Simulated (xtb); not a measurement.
H2P (SMILES [PH2]), doublet, geometry from GFN2-xTB; xtb 6.7.1 with GFN2-xTB.

xtb was given this input:
```
$ xtb mol.xyz --gfn 2 --uhf 1 --hess --json

# file mol.xyz
3

P      0.00300800    -0.00080054     0.11434732
H     -0.02238001     1.00221204    -0.85063528
H     -0.02274002    -0.99020401    -0.86457453
```

The log (banner, timings and long lists left out):

```
   ID    Z sym.   atoms
    1   15 P      1
    2    1 H      2, 3

           -------------------------------------------------
          |                Calculation Setup                |
           -------------------------------------------------

           -------------------------------------------------
          |                 G F N 2 - x T B                 |
           -------------------------------------------------

          ...................................................
          :                      SETUP                      :
          :.................................................:
          :  # basis functions                  12          :
          :  # atomic orbitals                  11          :
          :  # shells                            5          :
          :  # electrons                         7          :
          :  max. iterations                   250          :
          :  Hamiltonian                  GFN2-xTB          :
          :  restarted?                      false          :
          :  GBSA solvation                  false          :
          :  PC potential                    false          :
          :  electronic temp.          300.0000000     K    :
          :  accuracy                    1.0000000          :
          :  -> integral cutoff          0.2500000E+02      :
          :  -> integral neglect         0.1000000E-07      :
          :  -> SCF convergence          0.1000000E-05 Eh   :
          :  -> wf. convergence          0.1000000E-03 e    :
          :  Broyden damping             0.4000000          :
          :  net charge                          0          :
          :  unpaired electrons                  1          :
          ...................................................

 iter      E             dE          RMSdq      gap      omega  full diag
   1     -3.4931333 -0.349313E+01  0.759E+00    4.08       0.0  T
   2     -3.4936207 -0.487455E-03  0.440E+00    4.09       1.0  T
   3     -3.4937150 -0.942034E-04  0.297E-01    4.19       1.0  T
   4     -3.4937531 -0.381974E-04  0.732E-02    4.17       1.0  T
   5     -3.4937533 -0.146970E-06  0.410E-02    4.17       1.4  T
   6     -3.4937535 -0.160695E-06  0.554E-03    4.17      10.4  T
   7     -3.4937535 -0.204882E-08  0.236E-03    4.17      24.4  T
   8     -3.4937535 -0.757945E-09  0.117E-03    4.17      49.2  T
   9     -3.4937535 -0.329957E-09  0.186E-05    4.17    3099.2  T
  10     -3.4937535 -0.710543E-13  0.569E-06    4.17   10146.6  T

   *** convergence criteria satisfied after 10 iterations ***

         :::::::::::::::::::::::::::::::::::::::::::::::::::::
         ::                     SUMMARY                     ::
         :::::::::::::::::::::::::::::::::::::::::::::::::::::
         :: total energy              -3.475028989514 Eh    ::
         :: gradient norm              0.000003284574 Eh/a0 ::
         :: HOMO-LUMO gap              4.165367919031 eV    ::
         ::.................................................::
         :: SCC energy                -3.493753458244 Eh    ::
         :: -> isotropic ES            0.000417948129 Eh    ::
         :: -> anisotropic ES         -0.001121062888 Eh    ::
         :: -> anisotropic XC          0.001762587760 Eh    ::
         :: -> dispersion             -0.000461246745 Eh    ::
         :: repulsion energy           0.018724468730 Eh    ::
         :: add. restraining           0.000000000000 Eh    ::
         :: total charge              -0.000000000000 e     ::
         :::::::::::::::::::::::::::::::::::::::::::::::::::::

           -------------------------------------------------
          |                Numerical Hessian                |
           -------------------------------------------------
step length          :   0.00500
SCC accuracy         :   0.30000
Hessian scale factor :   1.00000
frozen atoms in %    :   0.00000    0
RMS gradient         :   0.00000
estimated CPU  time      0.00 min

[...]
          |               Frequency Printout                |
           -------------------------------------------------
 projected vibrational frequencies (cm⁻¹)
eigval :       -0.00    -0.00     0.00     0.00     0.00     0.00
eigval :     1154.73  2282.53  2361.26
 reduced masses (amu)
   1: 13.29   2: 19.31   3: 29.98   4:  2.09   5: 24.59   6:  3.88   7:  1.96   8:  1.89
   9:  1.97
 IR intensities (km·mol⁻¹)
   1: 18.87   2: 11.63   3:  5.67   4:  3.56   5:  2.72   6: 17.65   7:  3.44   8:106.64
   9:144.78
 Raman intensities (Ä⁴*amu⁻¹)
   1:  0.00   2:  0.00   3:  0.00   4:  0.00   5:  0.00   6:  0.00   7:  0.00   8:  0.00
   9:  0.00
 output can be read by thermo (or use thermo option).
 writing <g98.out> molden fake output.
 recommended (thermochemical) frequency scaling factor: 1.0
           -------------------------------------------------
          |             Thermodynamic Functions             |
           -------------------------------------------------

c2v symmetry found (for desy threshold:  0.10E+00) used in thermo

          ...................................................
          :                      SETUP                      :
          :.................................................:
          :  # frequencies                           3      :
          :  # imaginary freq.                       0      :
          :  linear?                             false      :
          :  only rotor calc.                    false      :
          :  symmetry                              c2v      :
          :  rotational number                       2      :
          :  scaling factor                  1.0000000      :
          :  rotor cutoff                   50.0000000 cm⁻¹ :
          :  imag. cutoff                  -20.0000000 cm⁻¹ :
          :.................................................:

    mode    ω/cm⁻¹     T·S(HO)/kcal·mol⁻¹    T·S(FR)/kcal·mol⁻¹   T·S(vib)
   ------------------------------------------------------------------------
   ------------------------------------------------------------------------

   temp. (K)  partition function   enthalpy   heat capacity  entropy
                                   cal/mol     cal/K/mol   cal/K/mol   J/K/mol
 298.15  VIB   1.00                   12.782      0.243      0.050
         ROT   141.                  888.752      2.981     12.811
         INT   141.                  901.535      3.224     12.862
         TR   0.183E+27             1481.254      4.968     36.396
         TOT                        2382.7884     8.1923    49.2574   206.0930

       T/K    H(0)-H(T)+PV         H(T)/Eh          T*S/Eh         G(T)/Eh
   ------------------------------------------------------------------------
    298.15    0.379722E-02    0.170072E-01    0.234038E-01   -0.639655E-02
   ------------------------------------------------------------------------

         :::::::::::::::::::::::::::::::::::::::::::::::::::::
         ::                  THERMODYNAMIC                  ::
         :::::::::::::::::::::::::::::::::::::::::::::::::::::
         :: total free energy          -3.481425535452 Eh   ::
         ::.................................................::
         :: total energy               -3.475028989514 Eh   ::
         :: zero point energy           0.013210018118 Eh   ::
         :: G(RRHO) w/o ZPVE           -0.019606564056 Eh   ::
         :: G(RRHO) contrib.           -0.006396545938 Eh   ::
         :::::::::::::::::::::::::::::::::::::::::::::::::::::

           -------------------------------------------------
          | TOTAL ENERGY               -3.475028989514 Eh   |
          | TOTAL ENTHALPY             -3.458021756322 Eh   |
          | TOTAL FREE ENERGY          -3.481425535452 Eh   |
          | GRADIENT NORM               0.000003275237 Eh/α |
          | HOMO-LUMO GAP               4.165367098072 eV   |
           -------------------------------------------------

normal termination of xtb
```
